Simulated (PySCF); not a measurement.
Question: Write a Z-matrix for `C(F)(F)C(/C(=C/C)C)(Cl)Cl` as optimised with PBE0-D3(BJ)/def2-SVP.

Answer: 
Z-matrix in Å and degrees, rows numbered from 1:
```
C 
C   1  1.4901
C   2  1.3427  1  124.99
C   3  1.5067  2  123.16  1     0.37
C   3  1.5011  2  121.27  1  -179.61
Cl  5  1.8002  3  109.64  2  -121.90
Cl  5  1.8004  3  109.68  2   119.59
C   5  1.5388  3  118.66  2    -1.26
F   8  1.3450  5  110.80  3    60.34
F   8  1.3440  5  110.63  3   -59.50
H   1  1.1014  2  110.60  3  -133.77
H   1  1.0978  2  113.15  3   -12.11
H   1  1.1039  2  110.39  3   108.85
H   2  1.0909  1  115.55  3  -179.31
H   4  1.1000  3  111.12  2   -55.80
H   4  1.0970  3  111.38  2  -175.88
H   4  1.1011  3  111.06  2    64.26
H   8  1.1027  5  108.97  3  -179.55
```

The 5 C–C bonds span 1.343 Å (C2=C3, drawn double) to 1.539 Å (C5–C8, drawn single), a spread of 0.196 Å. Of the pairs four or more bonds apart, C8···H14 is among the closest relative to their van der Waals radii: 2.52 Å, 87 % of the sum of Bondi's values.

Theory: PBE0-D3(BJ)/def2-SVP geometry optimisation, gas phase in PySCF 2.14.0.

No frequency check. One conformer, not necessarily the lowest (C2–C3–C5–Cl6 -122°, C3–C5–C8–F9 60°).

Cost: about 5 min of CPU time on one thread; the machine was shared, so the figure is rough. These figures are those of the optimisation.
